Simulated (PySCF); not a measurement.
Species: C₈H₁₂.
Z-matrix (Å and degrees, GFN2-xTB geometry), rows numbered from 1:
```
C 
C   1  1.3318
C   2  1.4379  1  123.77
C   3  1.3438  2  123.85  1  -179.88
C   4  1.4365  3  123.90  2   179.59
C   5  1.3350  4  124.05  3  -179.75
C   6  1.4919  5  124.65  4  -179.88
C   7  1.5295  6  111.19  5   118.16
H   1  1.0779  2  121.51  3    -0.09
H   1  1.0761  2  122.04  3   179.92
H   2  1.0832  1  119.97  3  -179.88
H   3  1.0829  2  116.53  1    -0.01
H   4  1.0831  3  119.46  2    -0.28
H   5  1.0832  4  116.38  3    -0.26
H   6  1.0829  5  119.78  4    -0.97
H   7  1.0945  6  109.14  5  -121.88
H   7  1.0916  6  109.93  5    -3.46
H   8  1.0877  7  110.21  6   -60.69
H   8  1.0877  7  110.52  6    59.15
H   8  1.0875  7  110.45  6   179.27
```

The closed-shell SCF was solved with PySCF and density fitting under several settings on one GFN2-xTB geometry (grid level 2 and gas phase unless stated).

```
                                                             settings  basis functions  SCF cycles     E (Eh)  HOMO (eV)  LUMO (eV)  dipole (D)
                             B3LYP/pcseg-1, energy threshold 1e-08 Eh              172           9  -311.9798      -5.80      -1.38        0.82
PBE0/pcSseg-0, start guess huckel, fitting basis def2-universal-jkfit               96          12  -310.9531      -6.04      -1.18        0.68
```

**Question.** Estimate the row for these settings: PW91/def2-SVP.

**Answer.** 
| settings | basis functions | SCF cycles | E (Eh) | HOMO (eV) | LUMO (eV) | dipole (D) |
| --- | --- | --- | --- | --- | --- | --- |
| PW91/def2-SVP | 172 | 15 | -311.6515 | -5.06 | -1.99 | 0.86 |

**Question.** Over all rows, what range does the HOMO–LUMO gap span?

**Answer.** From 3.07 eV (PW91/def2-SVP) to 4.86 eV (PBE0/pcSseg-0, start guess huckel, fitting basis def2-universal-jkfit). The functional of the narrowest has no exact exchange, that of the widest 25 % exact exchange.

**Question.** And the dipole moment?

**Answer.** From 0.68 D (PBE0/pcSseg-0, start guess huckel, fitting basis def2-universal-jkfit) to 0.86 D (PW91/def2-SVP); the largest is 1.26 times the smallest, and the median is 0.82 D.

Cycle counts include a coarse-grid stage where the run had one.

One conformer stands for the species.
